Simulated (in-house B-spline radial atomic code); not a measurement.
Results of a calculation; reference values are marked as such.
## What the choice of pseudopotential does to G0W0 on PBE0: Zn²⁺

All numbers come from a B-spline radial code for spherical atoms, non-relativistic, configuration [Ar] 3d10, open shells at high spin. Semilocal Troullier-Martins pseudo-atoms, one channel per l, are made with PBE or LDA for several valence sets and radii, with or without a model core, and set against the all-electron atom. One channel fits only the lowest state of its l, so a second state of that l is approximate. All electrons give 3d: PBE0 -33.95 eV, G0W0 -40.21 eV. Potentials are made in the ion's own configuration unless the neutral atom is named, and a smooth local potential serves every l without a channel. Potentials that miss their own reference levels by more than 6 millihartree, or need radii over 3.5 bohr, are left out. Columns give pseudo minus all-electron, in eV; a dash marks a level in the core or of low weight.

```
 valence          made with          radii (bohr)  model core (bohr)  3d PBE0  3d G0W0
      3d  PBE, neutral atom  s 1.71 p 2.46 d 1.35               none    +1.18    +5.14
      3d  PBE, neutral atom  s 1.93 p 2.76 d 1.52               none    +1.19    +4.96
      3d                LDA  s 1.92 p 2.25 d 1.69               none    +0.78    +4.33
      3d  PBE, neutral atom  s 1.71 p 2.46 d 1.35               0.36    +1.71    +5.76
      3d                PBE  s 1.93 p 2.32 d 1.69               0.36    +1.71    +5.41
      3d  LDA, neutral atom  s 2.42 p 3.40 d 1.94               0.36    +1.36    +4.68
   3p 3d  PBE, neutral atom  s 1.93 p 0.54 d 1.52               none    +0.26    +1.50
   3p 3d  PBE, neutral atom  s 2.14 p 0.60 d 1.69               none    +0.21    +1.39
   3p 3d                LDA  s 1.73 p 0.54 d 1.52               0.32    +0.15    +1.36
   3p 3d                LDA  s 2.49 p 0.78 d 2.19               0.32    +0.15    +1.28
3s 3p 3d  LDA, neutral atom  s 0.48 p 0.48 d 1.35               none    -0.32    -0.23
3s 3p 3d  PBE, neutral atom  s 0.54 p 0.54 d 1.52               none    -0.13    -0.08
3s 3p 3d                PBE  s 0.60 p 0.60 d 1.69               none    +0.08    +0.10
3s 3p 3d                PBE  s 0.48 p 0.48 d 1.35               0.32    -0.05    +0.07
```

Q: How does the G0W0 shift of 3d, which all sets hold, depend on the valence set?

A: Mean size: 3s 3p 3d: 0.12 eV; 3p 3d: 1.38 eV; 3d: 5.05 eV. A semicore state feels strong exchange with the other subshells of its n, so the gain is largest when that whole shell is in the valence. The means mix radii and the functional used in making the potentials.
